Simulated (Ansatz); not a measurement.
CH4ClFOSi, SMILES `O[SiH](Cl)CF`, relaxed with RKS PBE-D4/def2-SVP in Ansatz 0.2.0 from a rough embedded geometry. The force threshold is 0.03 eV/Å; the program also tests the step.

Charge 0, multiplicity 1.

Start:

```xyz
9

O     0.395    1.624    0.776
Si    0.135    0.590   -0.420
Cl   -1.715    1.102   -1.134
C     0.128   -1.208    0.036
F    -0.680   -1.360    1.183
H    -0.348    1.746    1.445
H     1.110    0.836   -1.531
H    -0.212   -1.856   -0.728
H     1.186   -1.475    0.374
```

Problem. By how much does the energy fall, and how many steps does the optimiser take? (Best estimate.)

Solution. The calculation gave: 29.74 kJ/mol, in 14 steps, 1 of them rejected.

Problem. Which bonds change most? (An estimate is asked.)

Solution. Computed: O1–Si2 from 1.603 to 1.668 Å; Si2–C4 from 1.855 to 1.909 Å; C4–H8 from 1.058 to 1.112 Å; Si2–Cl3 from 2.048 to 2.084 Å.

Problem. Give the relaxed structure. (Estimate.)

Solution. Computed: 
```xyz
9

O     0.260    1.640    0.802
Si    0.085    0.675   -0.548
Cl   -1.741    0.986   -1.503
C     0.121   -1.117    0.109
F    -0.556   -1.084    1.342
H    -0.137    1.210    1.585
H     1.174    1.005   -1.514
H    -0.373   -1.855   -0.560
H     1.167   -1.459    0.286
```
